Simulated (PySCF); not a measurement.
**How methods differ on the ionisation energy of Zr³³⁺**

Zr³³⁺ [He] 2s2 2p3 [2p1/2^2 2p3/2^1, M_J = 3/2] → Zr³⁴⁺ [He] 2s2 2p2 [2p1/2^2, M_J = 0], as a difference of total energies. All numbers are calculated (PySCF 2.14, the two-component X2C-1e Hamiltonian, in an uncontracted even-tempered set (17 s from 13 bohr⁻², ratio 2.4; 12 p from 17 bohr⁻², ratio 2.4; 5 d from 61 bohr⁻², ratio 2.6; 4 f from 92 bohr⁻², ratio 2.6)). Correlated levels: nothing frozen; the 32 highest virtual spinors dropped. "Screened" scales the spin-orbit matrix elements by Boettger's factors to mimic the two-electron term; Breit and QED terms are absent.

```
                    method  ionisation energy (eV)
           GHF (spin-free)                  4348.5
          GMP2 (spin-free)                  4348.3
 GHF (screened spin-orbit)                  4299.9
GMP2 (screened spin-orbit)                  4299.1
```

For this ion Breit and QED terms and the two-electron picture change, all absent here, outweigh the correlation shift from GHF to GMP2.

The spin-free rows relax to the high-spin LS determinant and lack the spin-orbit shift.

The labels give the starting determinants; with spin-orbit coupling the two ends relaxed to ⟨J²⟩ = 3.75, ⟨L²⟩ = 1.92, ⟨S²⟩ = 1.86 and ⟨J²⟩ = 0.00, ⟨L²⟩ = 1.33, ⟨S²⟩ = 1.33.

For comparison: 4300 ± 30 eV (semi-empirical (NIST evaluation); NIST Atomic Spectra Database, ionization energies).
